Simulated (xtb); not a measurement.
C$_{7}$H$_{8}$, charge -1, doublet, geometry from GFN2-xTB (a state made from the parent by changing its charge; the spin is typed, not shown lowest); GFN2-xTB (xtb 6.7.1).

xtb was given this input:
```
$ xtb coord --gfn 2 --chrg -1 --uhf 1 --json

# file coord
$coord
     -4.5658622484      -0.1780832735      -0.0016033759  c
     -1.7095013568      -0.0606226597       0.0235991077  c
     -0.3419864958      -2.2691311819       0.3335666321  c
      2.4060730957      -2.1686991170       0.3094586211  c
      3.5784469569       0.1345837435      -0.0203449237  c
      2.2316003896       2.3470270155      -0.3281938383  c
     -0.5163761106       2.2401460713      -0.3033510641  c
     -5.3883691347       1.6158306563       0.6002107677  h
     -5.2593632769      -1.6661135851       1.2488863019  h
     -5.2669457841      -0.5838615376      -1.9058208653  h
     -1.2866801252      -4.0727039555       0.5940657752  h
      3.4850254924      -3.8983320285       0.5502842602  h
      5.6436268767       0.2118921747      -0.0378185031  h
      3.1742488062       4.1519171172      -0.5863832826  h
     -1.5959085399       3.9700477207      -0.5422112557  h
$end
```

Task: Write the output that xtb gives for this input, abridged.

Result: 
```
   ID    Z sym.   atoms
    1    6 c      1-7
    2    1 h      8-15

           -------------------------------------------------
          |                Calculation Setup                |
           -------------------------------------------------

           -------------------------------------------------
          |                 G F N 2 - x T B                 |
           -------------------------------------------------

          ...................................................
          :                      SETUP                      :
          :.................................................:
          :  # basis functions                  36          :
          :  # atomic orbitals                  36          :
          :  # shells                           22          :
          :  # electrons                        37          :
          :  max. iterations                   250          :
          :  Hamiltonian                  GFN2-xTB          :
          :  restarted?                      false          :
          :  GBSA solvation                  false          :
          :  PC potential                    false          :
          :  electronic temp.          300.0000000     K    :
          :  accuracy                    1.0000000          :
          :  -> integral cutoff          0.2500000E+02      :
          :  -> integral neglect         0.1000000E-07      :
          :  -> SCF convergence          0.1000000E-05 Eh   :
          :  -> wf. convergence          0.1000000E-03 e    :
          :  Broyden damping             0.4000000          :
          :  net charge                         -1          :
          :  unpaired electrons                  1          :
          ...................................................

 iter      E             dE          RMSdq      gap      omega  full diag
   1    -19.4456314 -0.194456E+02  0.355E+00    0.76       0.0  T
   2    -19.4877626 -0.421313E-01  0.189E+00    0.16       1.0  T
   3    -19.4899494 -0.218673E-02  0.110E+00    0.50       1.0  T
   4    -19.4928446 -0.289518E-02  0.313E-01    0.27       1.0  T
   5    -19.4932140 -0.369490E-03  0.647E-02    0.32       1.0  T
   6    -19.4932241 -0.100654E-04  0.362E-02    0.31       1.0  T
   7    -19.4932240  0.968389E-07  0.273E-02    0.31       1.0  T
   8    -19.4932242 -0.226049E-06  0.225E-02    0.31       1.1  T
   9    -19.4932285 -0.430987E-05  0.180E-03    0.31      14.4  T
  10    -19.4932286 -0.176231E-07  0.107E-03    0.31      24.1  T
  11    -19.4932286 -0.246109E-08  0.582E-04    0.31      44.3  T
  12    -19.4932286 -0.343421E-08  0.139E-04    0.31     186.2  T

   *** convergence criteria satisfied after 12 iterations ***

         :::::::::::::::::::::::::::::::::::::::::::::::::::::
         ::                     SUMMARY                     ::
         :::::::::::::::::::::::::::::::::::::::::::::::::::::
         :: total energy             -19.157251051130 Eh    ::
         :: gradient norm              0.000094755956 Eh/a0 ::
         :: HOMO-LUMO gap              0.314814155037 eV    ::
         ::.................................................::
         :: SCC energy               -19.493210459377 Eh    ::
         :: -> isotropic ES            0.111282708034 Eh    ::
         :: -> anisotropic ES          0.024418664776 Eh    ::
         :: -> anisotropic XC          0.010034994334 Eh    ::
         :: -> dispersion             -0.012445727138 Eh    ::
         :: repulsion energy           0.335959408248 Eh    ::
         :: add. restraining           0.000000000000 Eh    ::
         :: total charge              -1.000000000000 e     ::
         :::::::::::::::::::::::::::::::::::::::::::::::::::::

           -------------------------------------------------
          |                Property Printout                |
           -------------------------------------------------

    * Orbital Energies and Occupations

[...]
        28                          0.3780505              10.2873
        29                          0.3968920              10.8000
        30                          0.4003834              10.8950
       ...                                ...                  ...
        36                          0.8489914              23.1022
      -------------------------------------------------------------
                  HL-Gap            0.0115692 Eh            0.3148 eV
             Fermi-level           -0.0333096 Eh           -0.9064 eV

     #   Z          covCN         q      C6AA      α(0)
     1   6 c        3.756    -0.078    22.038     6.693
     2   6 c        2.953    -0.019    28.481     8.753
     3   6 c        2.912    -0.120    31.037     9.135
     4   6 c        2.906    -0.113    30.866     9.110
     5   6 c        2.904    -0.049    29.209     8.862
     6   6 c        2.906    -0.115    30.919     9.118
     7   6 c        2.912    -0.117    30.974     9.126
     8   1 h        0.924    -0.008     3.200     2.797
     9   1 h        0.924    -0.008     3.200     2.798
    10   1 h        0.924    -0.010     3.234     2.812
    11   1 h        0.925    -0.073     4.694     3.388
    12   1 h        0.925    -0.075     4.753     3.409
    13   1 h        0.924    -0.069     4.584     3.348
    14   1 h        0.925    -0.075     4.760     3.412
    15   1 h        0.925    -0.072     4.688     3.386

 Mol. C6AA /au·bohr⁶  :       2901.136197
 Mol. C8AA /au·bohr⁸  :      67013.826574
 Mol. α(0) /au        :         86.147957

Wiberg/Mayer (AO) data.
largest (>0.10) Wiberg bond orders for each atom

 ---------------------------------------------------------------------------
     #   Z sym  total        # sym  WBO       # sym  WBO       # sym  WBO
 ---------------------------------------------------------------------------
     1   6 c    3.987 --     2 c    0.998     8 h    0.986     9 h    0.986
                            10 h    0.980
     2   6 c    3.971 --     7 c    1.441     3 c    1.430     1 c    0.998
     3   6 c    3.863 --     2 c    1.430     4 c    1.200    11 h    0.969
                             7 c    0.139
     4   6 c    3.874 --     5 c    1.460     3 c    1.200    12 h    0.970
                             6 c    0.142
     5   6 c    3.980 --     4 c    1.460     6 c    1.451    13 h    0.965
     6   6 c    3.868 --     5 c    1.451     7 c    1.199    14 h    0.970
                             4 c    0.142
     7   6 c    3.871 --     2 c    1.441     6 c    1.199    15 h    0.968
                             3 c    0.139
     8   1 h    1.000 --     1 c    0.986
     9   1 h    1.000 --     1 c    0.986
    10   1 h    1.000 --     1 c    0.980
    11   1 h    0.995 --     3 c    0.969
    12   1 h    0.994 --     4 c    0.970
    13   1 h    0.995 --     5 c    0.965
    14   1 h    0.994 --     6 c    0.970
    15   1 h    0.995 --     7 c    0.968
 ---------------------------------------------------------------------------

Topologies differ in total number of bonds
Writing topology from bond orders to xtbtopo.mol

molecular dipole:
                 x           y           z       tot (Debye)
 q only:       -0.756      -0.028       0.005
   full:       -0.860      -0.035      -0.009       2.189
molecular quadrupole (traceless):
                xx          xy          yy          xz          yz          zz
 q only:       -4.761      -0.100      -2.874      -0.026       1.512       7.635
  q+dip:       -2.408      -0.074      -0.727       0.037       0.557       3.135
   full:       -2.702      -0.053      -1.765       0.032       0.898       4.467

           -------------------------------------------------
          | TOTAL ENERGY              -19.157251051130 Eh   |
          | GRADIENT NORM               0.000094755956 Eh/α |
          | HOMO-LUMO GAP               0.314814155037 eV   |
           -------------------------------------------------

normal termination of xtb
```
